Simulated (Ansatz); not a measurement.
A run for Ansatz (an electronic-structure program): FCI/cc-pVTZ on H4 rectangle, a point of a bond scan (R = 1.050 Å).

Ansatz 0.2 input:
```yaml
crystal:
  periodic: [false, false, false]
  atoms:
    - {symbol: H, position_ang: [0.00000000, 0.00000000, 0.00000000]}
    - {symbol: H, position_ang: [0.00000000, 0.00000000, 1.00000000]}
    - {symbol: H, position_ang: [1.05000000, 0.00000000, 0.00000000]}
    - {symbol: H, position_ang: [1.05000000, 0.00000000, 1.00000000]}
basis:
  gaussian:
    orbitals: cc-pVTZ
magnetization: {spin_polarized: false}
correlation: {method: fci, electrons: outside_noble_gas}
```

It printed:

```
WARN ansatz: RAYON_NUM_THREADS=2 ignored (pool sized by the plan → 2); use --threads N
Functional definition: HF
integrals: 0.03 GiB planned
713 factors; integrals over basis functions are off by at most 1.8e-7 eV
mean field: 0.08 GiB planned
mean field evaluation 1: about -53.5623 eV, gradient 7.1e0 eV
mean field evaluation 2: about -53.5548 eV, gradient 7.1e0 eV
mean field evaluation 4: about -53.7772 eV, gradient 1.5e-1 eV
mean field evaluation 8: about -53.7770 eV, gradient 1.3e-6 eV
mean field -53.77701171 eV, -1.9762687291 hartree, gradient 9.8e-6 eV, S^2 0.000000; 0 other end points of the search recorded, 0 dependent functions left out; unrestricted orbitals would lower it
mean field evaluation 16: about -55.2298 eV, gradient 1.8e0 eV
unrestricted determinant -55.35087761 eV, -2.0341072340 hartree, S^2 1.0361
reference -53.77701171 eV, -1.9762687291 hartree; 2, 2 occupied and 54, 54 virtual orbitals, 713 factors
configuration interaction: 0.33 GiB planned
state -57.04949921 eV, -2.0965304265 hartree
Total energy: -57.04949921 eV, -2.0965304265 hartree
```

The calculation finished and met its thresholds.

Cost: about 3 core-seconds (a rough figure).
